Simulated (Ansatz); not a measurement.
B₂N₃⁻. Charge -1, multiplicity 1. Geometry r2SCAN-D4/def2-SVPD; atoms count from 1.

```
atom    x (Å)    y (Å)    z (Å)
  B1  -1.0056  -0.8709  -0.1286
  B2   1.0045   0.8720   0.1293
  N3  -1.9901  -1.7345  -0.2577
  N4   1.9993   1.7248   0.2521
  N5  -0.0082   0.0087   0.0049
```

The restricted singlet is unstable: a solution with broken spin symmetry lies lower. The geometry of the singlet was relaxed on an unsound state (an occupied level 0.21 eV above an empty one). At PBE0-D4/def2-TZVPD a triplet of charge -1 lies 1.15 eV below the restricted singlet, each at its own geometry. The structure comes from a short search, and lower isomers may exist.

**Question.** Estimate the Mulliken populations from the PBE0/def2-TZVPD orbitals of Ansatz.

**Answer.** 
| atom | charge (e) |
| --- | --- |
| B1 | -0.67 |
| B2 | -0.67 |
| N3 | -0.06 |
| N4 | -0.06 |
| N5 | 0.48 |
Mulliken values and Mayer orders depend strongly on the basis. With diffuse functions, as here, like atoms can get unlike values, and bond orders can come out too low or too high.

**Question.** And the Mayer bond orders between bonded heavy atoms (over 0.3)?

**Answer.** B1–N3 1.92 (1.32 Å); B1–N5 2.29 (1.34 Å); B2–N4 1.92 (1.32 Å); B2–N5 2.29 (1.34 Å). Values over 0.3 also appear between atoms too far apart for a bond (N3–N5 0.52 at 2.65 Å; N4–N5 0.52 at 2.65 Å); they arise where an orbital or an unpaired electron spreads over both atoms.
